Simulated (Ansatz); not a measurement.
Reaction (redistribution): `[CH3][Ti]([OH])([OH])[Cl]` + `[Cl][Sn][Cl]` → `[CH3][Ti]([OH])([Cl])[Cl]` + `[OH][Sn][Cl]`

Computed with Ansatz on PBE0-D4/def2-TZVP structures; ΔE is electronic, products minus reactants. CBS: MP2 limit from def2 TZ/QZ plus the TZ coupled-cluster correction, frozen cores. Functionals use def2-TZVPP. def2 core potentials past Kr. For Sn, Ti outer-core shells are correlated without core-valence functions, which leaves a few kJ/mol of doubt a bond. Scalar relativity is left out up to krypton. One conformer a species, not always the lowest.

```json
{"level": "ωB97M-V", "ΔE (kJ/mol)": "43.8"}
{"level": "HF/def2-SVP", "ΔE (kJ/mol)": "71.0"}
```

Q: What does CCSD(T)/CBS give? (An estimate is asked.)

A: Computed: +37.9 kJ/mol. The listed levels differ from it by 5.9, 33.1 kJ/mol.

Largest T1 diagnostic among the species: 0.022, so the coupled-cluster value is less sure than usual.

From BLYP to BHLYP (50 % exact exchange), in def2-TZVPP and without D4, ΔE moves by +6.0 kJ/mol. Leaving LDA and LC-ωPBE aside and taking each functional with its dispersion term where it has one, the values, not all of them listed here, spread over 10.2 kJ/mol, from B2PLYP to BHLYP-D4.
